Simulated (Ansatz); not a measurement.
Two isomers of CH4BrNOSi: A = `N=C[SiH](O)Br`, B = `N=C(Br)[SiH2]O`.

Computed with Ansatz on PBE0-D4/def2-TZVP structures; ΔE is electronic, products minus reactants. CBS: MP2 limit from def2 TZ/QZ plus the TZ coupled-cluster correction, frozen cores. Functionals use def2-TZVPP. B3LYP here is the variant with VWN-RPA as its local correlation; programs differ in this. For Br outer-core shells are correlated without core-valence functions, which leaves a few kJ/mol of doubt a bond. Scalar relativity is left out up to krypton. One conformer a species, not always the lowest.

Question: Which is lower in electronic energy at CCSD(T)/CBS, and by how much? (Best estimate.)

Answer: Computed: A, by 128.3 kJ/mol.

Question: Give E(B) − E(A) in kJ/mol with CCSD(T)/def2-TZVPP, r2SCAN-D4, B3LYP-D4, CCSD/def2-TZVPP, PBE-D4, B3LYP, ωB97M-V. (Estimate.)

Answer: The calculation gave: CCSD(T)/def2-TZVPP 123.7, r2SCAN-D4 119.2, B3LYP-D4 118.8, CCSD/def2-TZVPP 127.6, PBE-D4 113.0, B3LYP 119.1, ωB97M-V 127.5. None reverses the order clearly.

Question: Does the order hold for the free energy at 298.15 K (harmonic terms from PBE0-D4)? (Estimate.)

Answer: Ansatz gave: Yes: G(B) − G(A) = +120.2 kJ/mol, for one conformer each.

Largest T1 diagnostic: 0.012.

From PBE to PBE0 (25 % exact exchange), in def2-TZVPP and without D4, E(B) − E(A) moves by +10.4 kJ/mol. Leaving LDA and LC-ωPBE aside and taking each functional with its dispersion term where it has one, the values, not all of them listed here, spread over 20.1 kJ/mol, from BLYP-D4 to BHLYP-D4.
